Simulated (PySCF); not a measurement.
## Correlation energy of Sr¹⁸⁺ (strontium, charge +18)

[Ar] 3d2, high-spin 3F determinant. Computed with PySCF 2.14 in an uncontracted even-tempered set (17 s from 1.7 bohr⁻², ratio 2.5; 11 p from 2.2 bohr⁻², ratio 2.5; 8 d from 2.2 bohr⁻², ratio 2.5; 4 f from 7.7 bohr⁻², ratio 2.7; 3 g from 12 bohr⁻², ratio 2.7), with no relativity, point nucleus. Frozen: [Ne]; 10 electrons correlated; the 27 highest virtual orbitals of each spin left out.

MP2 pair energies summed by pair of shells (mhartree):

```csv
pair,energy,share (%)
3p-3p,-209.77,52.2
3p-3d,-105.56,26.3
3s-3p,-52.20,13.0
3s-3d,-18.46,4.6
3s-3s,-10.50,2.6
3d-3d,-5.03,1.3
```

Total MP2 correlation energy: -401.52 mhartree.

At this charge a non-relativistic calculation is a model, useful for the Z dependence of the correlation energy.
